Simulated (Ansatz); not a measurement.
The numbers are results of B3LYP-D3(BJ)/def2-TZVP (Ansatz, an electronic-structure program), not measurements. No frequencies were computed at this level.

Ansatz 0.2 input:
```yaml
crystal:
  periodic: [false, false, false]
  atoms:
    - { symbol: F, position_ang: [-0.848581, 1.302068, -0.035609] }
    - { symbol: Si, position_ang: [-0.072222, -0.103292, 0.001535] }
    - { symbol: Cl, position_ang: [1.882204, 0.299694, 0.011029] }
    - { symbol: H, position_ang: [-0.46931, -0.775463, -1.218899] }
    - { symbol: H, position_ang: [-0.492091, -0.723008, 1.241944] }
basis:
  gaussian: { orbitals: def2-tzvp }
hamiltonian:
  xc: b3lyp
  dispersion: d3bj
relax:
  max_steps: 150
```

Output:

```
Functional definition: B3LYP
768 factors; their error is unknown
mean field evaluation 1: about -23153.8451 eV, gradient 3.5e1 eV
mean field evaluation 2: about -23151.0643 eV, gradient 5.8e1 eV
mean field evaluation 4: about -23155.5678 eV, gradient 1.1e0 eV
mean field evaluation 8: about -23155.6348 eV, gradient 1.0e-1 eV
mean field -23155.63478044 eV, -850.9538827281 hartree, gradient 6.2e-5 eV, S^2 0.000000; 0 other end points of the search recorded, 0 dependent functions left out
reference -23155.63500337 eV, -850.9538909208 hartree; 21, 21 occupied and 96, 96 virtual orbitals, 768 factors
relax step   1: F+E_penalty+E_count = -23155.79571444 eV  Δ(F+E_penalty+E_count) = +0.000e0 eV  max|allowed force component| = 1.125e0 eV/Å  Δτ_max = 0.0000 Å  (24 SCF iters, accepted)
these checks for a lower state are left out or cut short: starts, cluster_reference, orbital_swaps, neighbouring_geometries, increment
768 factors; their error is unknown
mean field evaluation 16: about -23155.6088 eV, gradient 3.1e0 eV
mean field -23155.69609572 eV, -850.9561360233 hartree, gradient 2.4e-5 eV, S^2 0.000000; 0 other end points of the search recorded, 0 dependent functions left out
reference -23155.69631999 eV, -850.9561442651 hartree; 21, 21 occupied and 96, 96 virtual orbitals, 768 factors
relax step   2: F+E_penalty+E_count = -23155.85577954 eV  Δ(F+E_penalty+E_count) = -6.007e-2 eV  max|allowed force component| = 3.264e-1 eV/Å  Δτ_max = 0.0461 Å  (28 SCF iters, accepted)
these checks for a lower state are left out or cut short: starts, cluster_reference, orbital_swaps, neighbouring_geometries, increment
768 factors; their error is unknown
mean field -23155.69852376 eV, -850.9562252519 hartree, gradient 1.8e-5 eV, S^2 0.000000; 0 other end points of the search recorded, 0 dependent functions left out
reference -23155.69874820 eV, -850.9562335002 hartree; 21, 21 occupied and 96, 96 virtual orbitals, 768 factors
relax step   3: F+E_penalty+E_count = -23155.85837348 eV  Δ(F+E_penalty+E_count) = -2.594e-3 eV  max|allowed force component| = 1.854e-1 eV/Å  Δτ_max = 0.0131 Å  (27 SCF iters, accepted)
these checks for a lower state are left out or cut short: starts, cluster_reference, orbital_swaps, neighbouring_geometries, increment
768 factors; their error is unknown
mean field evaluation 32: about -23155.6975 eV, gradient 1.0e-1 eV
mean field -23155.69753018 eV, -850.9561887385 hartree, gradient 1.8e-5 eV, S^2 0.000000; 0 other end points of the search recorded, 0 dependent functions left out
reference -23155.69775441 eV, -850.9561969791 hartree; 21, 21 occupied and 96, 96 virtual orbitals, 768 factors
relax step   4: F+E_penalty+E_count = -23155.85744549 eV  Δ(F+E_penalty+E_count) = +9.280e-4 eV  max|allowed force component| = 3.084e-1 eV/Å  Δτ_max = 0.0115 Å  (27 SCF iters, rejected (line search))
these checks for a lower state are left out or cut short: starts, cluster_reference, orbital_swaps, neighbouring_geometries, increment
768 factors; their error is unknown
mean field -23155.69934698 eV, -850.9562555049 hartree, gradient 1.7e-5 eV, S^2 0.000000; 0 other end points of the search recorded, 0 dependent functions left out
reference -23155.69957136 eV, -850.9562637505 hartree; 21, 21 occupied and 96, 96 virtual orbitals, 768 factors
relax step   5: F+E_penalty+E_count = -23155.85919304 eV  Δ(F+E_penalty+E_count) = -8.196e-4 eV  max|allowed force component| = 5.394e-3 eV/Å  Δτ_max = 0.0057 Å  (28 SCF iters, accepted)
768 factors; their error is unknown
mean field -23155.69934698 eV, -850.9562555049 hartree, gradient 1.7e-5 eV, S^2 0.000000; 1 other end points of the search recorded, 0 dependent functions left out
reference -23155.69957136 eV, -850.9562637505 hartree; 21, 21 occupied and 96, 96 virtual orbitals, 768 factors
Total energy: -23155.85941741 eV, -850.9621379846 hartree
Atom 0 at    -0.869526     1.339533    -0.036602 Å, force     0.001579    -0.000077     0.000016 eV/Å
Atom 1 at    -0.107534    -0.061586     0.000318 Å, force     0.001598    -0.000409     0.000023 eV/Å
Atom 2 at     1.910687     0.283489     0.011641 Å, force    -0.005394    -0.000474    -0.000039 eV/Å
Atom 3 at    -0.455425    -0.806947    -1.218102 Å, force     0.001081     0.000542     0.002918 eV/Å
Atom 4 at    -0.478201    -0.754491     1.242745 Å, force     0.001136     0.000418    -0.002917 eV/Å
Dipole moment:    -0.097231    -0.267744     0.004807 e Å
```

Cost: about 17 core-seconds (a rough figure).
